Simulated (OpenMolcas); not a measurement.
4s2 4p2 along the 32-electron sequence

| Property | Result |
| --- | --- |
| Program | OpenMolcas 26.06 |
| Method | SS-RASPT2, IPEA 0.25 Eh, imaginary shift 0.1 Eh |
| Basis | ANO-R2 |
| Scalar Hamiltonian | X2C, finite nucleus |
| Spin-orbit coupling | RASSI with atomic mean-field integrals over the reference wave functions, term energies averaged over their components |

Active space for each ion: 4 electrons in 9 orbitals (RAS2 4s 4p; RAS3 4d, at most 2 electrons); closed shells correlated by CASPT2: 3d.

Computed levels in cm-1 above 3P0:

| Level | Ge | As+ | Se2+ | Br3+ | Kr4+ |
| --- | --- | --- | --- | --- | --- |
| 3P1 | 493 | 915 | 1507 | 2270 | 3270 |
| 3P2 | 1269 | 2240 | 3500 | 5010 | 6850 |
| 1D2 | 7800 | 10300 | 13040 | 15930 | 19120 |
| 1S0 | 17460 | 23070 | 28520 | 33820 | 39190 |
| weight of 3P in the lowest level (%) | 100 | 99 | 99 | 98 | 97 |

Measured, with the error of the calculation in %. Measured levels: Ge, As+ from NIST Handbook of Basic Atomic Spectroscopic Data; Se2+ from Moore, Atomic Energy Levels, vol. II, NSRDS-NBS 35 (1971 reprint of NBS Circular 467, 1952); Kr4+ from Saloman, J. Phys. Chem. Ref. Data 36, 215 (2007).

| Level | Ge | As+ | Se2+ | Kr4+ |
| --- | --- | --- | --- | --- |
| 3P1 | 557 (-11.5) | 1063 (-14.0) | 1741 (-13.4) | 3743 (-12.7) |
| 3P2 | 1410 (-10.0) | 2541 (-11.9) | 3937 (-11.1) | 7595 (-9.8) |
| 1D2 | 7125 (+9.5) | 10096 (+2.0) | 13032 (+0.1) | 19723 (-3.1) |
| 1S0 | 16367 (+6.7) | 22599 (+2.1) |  | 39204 (0) |

The fine-structure level 3P2 changes by a factor of 5.4 from Ge to Kr4+. Its fourth root runs 5.97, 6.88, 7.69, 8.41, 9.10, with steps per unit of Z of 0.91, 0.81, 0.72, 0.68; equal steps would mean a (Z - σ)^4 law with constant σ.

1D2 changes by a factor of 2.45 over the same range, with steps per unit of Z of +2500, +2740, +2890, +3190 cm-1.

CASPT2 breaks the degeneracy within a term, and the mean is taken; among the terms shown or strongly mixed into the levels shown the widest spread is 12 cm-1 (4s2 4p2 1D, Se2+). Active for correlation alone: 4d; no level in the range computed is led by a configuration that fills it, so any true level of that kind is missing. Measured partners are found by configuration, term and J. A level has none where our copy of the source lacks it or the pairing is in doubt (some pairs that miss far off the trend of their configuration count as doubtful), and it then counts in no deviation. Only configurations of the active space appear.
